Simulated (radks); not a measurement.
Li II, 2 electrons, occupied as [He].

Calculated with a radial shooting solver on a logarithmic mesh with Libxc functionals: scalar-relativistic Kohn-Sham, BLYP, spin-polarised, spherical densities, point nucleus.

Energy parts (eV):
total: -198.106
kinetic: 197.032
electron-nucleus: -438.564
Hartree: 89.296
exchange-correlation: -45.870

Orbitals (lengths in bohr, moments of r in powers of bohr; <r^-3> diverges for s and p1/2; r(90%) holds 90 % of the orbital's charge):
| orbital | occ. | eigenvalue (eV) | <r^-3> | <r> | <1/r> | r(90%) |
|---|---|---|---|---|---|---|
| 1s | 2 | -60.7188 | - | 0.5788 | 2.686 | 1.05 |

The highest occupied level is 1s at -60.719 eV. The density falls to 0.001 e/bohr^3 at r = 1.86 bohr. For comparison, the ionisation energy in NIST's Atomic Spectra Database is 75.640 eV (theoretical). In exact Kohn-Sham theory the highest level is minus the ionisation energy, but local and semilocal functionals leave it too shallow, through self-interaction and a potential that decays too fast; potentials with the right tail come closer. Summed over all electrons, <r^2> = 0.9205 bohr^2, which gives a Langevin (diamagnetic) susceptibility term of -0.729 x 10^-6 cm^3/mol.
